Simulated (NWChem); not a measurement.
## Basis-set convergence for O2Zr

```xyz
3

Zr     0.0000     0.0000     0.3039
O     -1.4287     0.0000    -0.7597
O      1.4287     0.0000    -0.7597
```
Charge 0, spin multiplicity 1.

Everything below was run with NWChem. The geometry was optimised at PBE/def2-SVP with def2 effective core potentials on Zr, a minimum by its harmonic frequencies.

Quantity: first vertical ionisation energy at the level G0W0@PBE.

Effective core potentials replace the inner electrons of Zr; spin-orbit coupling is left out. GW and range-separated runs recompute their integrals, the others keep them in memory, which bears on the times. The structure started from a generated list of species.

Relative cost: rough, from shared machines, SCF included, def2-SVP = 1.

```tsv
basis	functions	first vertical ionisation energy (eV)	relative cost
def2-SVP	59	?	1
def2-SVPD	80	?	under 3
def2-TZVP	102	8.10	under 3
def2-TZVPP	118	?	3
def2-TZVPD	120	8.11	3
```

Task: Complete the blanks.

Result: 
- def2-SVP, first vertical ionisation energy (eV): 7.54
- def2-SVPD, first vertical ionisation energy (eV): 7.85
- def2-TZVPP, first vertical ionisation energy (eV): 8.13
